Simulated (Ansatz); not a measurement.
Zn(NH2)2 (ZnN₂H₄). Total charge 0; singlet. Geometry PBE-D4/def2-TZVP; atoms count from 1.

```xyz
7

Zn   -0.0033   -0.0206   -0.0475
N    -1.6767    0.6414   -0.3509
H    -2.1910    0.9179    0.4860
H    -1.7244    1.4203   -1.0087
N     1.6554   -0.7774    0.0336
H     1.6665   -1.7924    0.1408
H     2.2736   -0.3893    0.7467
```

Estimate the Mulliken populations from the PBE0/def2-TZVP orbitals of Ansatz.


```tsv
atom	charge (e)	d electrons
Zn1	0.48	10.01
N2	-0.71	–
H3	0.23	–
H4	0.23	–
N5	-0.71	–
H6	0.23	–
H7	0.23	–
```
Mulliken values depend strongly on the basis.

And the Mayer bond orders between heavy atoms (over 0.3)?

Zn1–N2 1.04 (1.82 Å); Zn1–N5 1.04 (1.83 Å).
